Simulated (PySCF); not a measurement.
Isomers of C2H5N. Gas-phase values, no solvent. One relaxed conformer stands for each flexible species; it need not be the lowest. Strings in code marks are SMILES.

The numbers are results of ωB97X-D3(BJ)/def2-TZVP // PBE0-D3(BJ)/def2-TZVP (PySCF), not measurements. Delta-SCF ions had no search for a lower state. 

```tsv
species	vertical ionisation energy (Delta-SCF) (eV)	S1 oscillator strength
`CN=C`	9.92	0.002
`[H]/N=C/C`	10.25	0.004
`C=CN`	8.45	0.010
```
